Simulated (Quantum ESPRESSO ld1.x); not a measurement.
Q: These are the eigenvalues of the occupied orbitals of an atom or ion with whole-number occupations (hartree). Method: Dirac Kohn-Sham, PBE, spin-unpolarised, spherical densities, point nucleus; computed with ld1.x of Quantum ESPRESSO 7.5.

| orbital | eigenvalue |
|---|---|
| 1s1/2 | -1904.05 |
| 2s1/2 | -315.645 |
| 2p1/2 | -299.942 |
| 2p3/2 | -272.504 |
| 3s1/2 | -70.1764 |
| 3p1/2 | -63.3545 |
| 3p3/2 | -57.6902 |
| 3d3/2 | -45.9501 |
| 3d5/2 | -44.7145 |
| 4s1/2 | -14.0796 |
| 4p1/2 | -11.4078 |
| 4p3/2 | -10.1476 |
| 4d3/2 | -5.75169 |
| 4d5/2 | -5.52417 |
| 5s1/2 | -1.97580 |
| 5p1/2 | -1.25977 |
| 5p3/2 | -1.09905 |
| 4f5/2 | -0.35542 |
| 4f7/2 | -0.32666 |
| 6s1/2 | -0.32093 |

Which element is it, and in what charge state? The configuration may be excited. Open shells, if any, fill j = l - 1/2 first.

A: Z = 65, terbium, charge +1: Tb+ in [Xe] 4f9 6s1. The list shows which subshells hold electrons but not how many an open one holds; the 1s level, -1904.1 hartree, gives Z - s = 61.7 by -(Z - s)^2/2, which with screening and relativity narrows Z to a few neighbours, and the depths of the outer levels then fix element, charge and occupations together.
